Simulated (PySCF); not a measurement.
## Radial density of Zr³⁺ (zirconium, charge +3)

PBE0, [Kr] 4d1, 2D determinant. All numbers are calculated (PySCF 2.14, a scalar-relativistic core potential, in cc-pVTZ-PP with ECP28MDF (5s5p4d2f1g, 63 functions)). This is the valence pseudo-density: the core potential removes the inner electrons and smooths the orbitals near the nucleus.

| r (bohr) | 4πr²ρ (e/bohr) | 4πr²(ρα − ρβ) |
| --- | --- | --- |
| 0.0387 | 1.528e-05 | 0.0000 |
| 0.0651 | 4.158e-05 | 0.0000 |
| 0.110 | 0.0001611 | 0.0000 |
| 0.184 | 0.001302 | 0.0001 |
| 0.310 | 0.02152 | 0.0016 |
| 0.521 | 0.6206 | 0.0252 |
| 0.877 | 6.229 | 0.2452 |
| 1.47 | 6.461 | 0.6200 |
| 2.48 | 0.7696 | 0.2876 |
| 4.17 | 0.01767 | 0.0158 |
| 7.02 | 1.872e-05 | 0.0000 |

Energies and moments cover only the electrons outside the core potential.
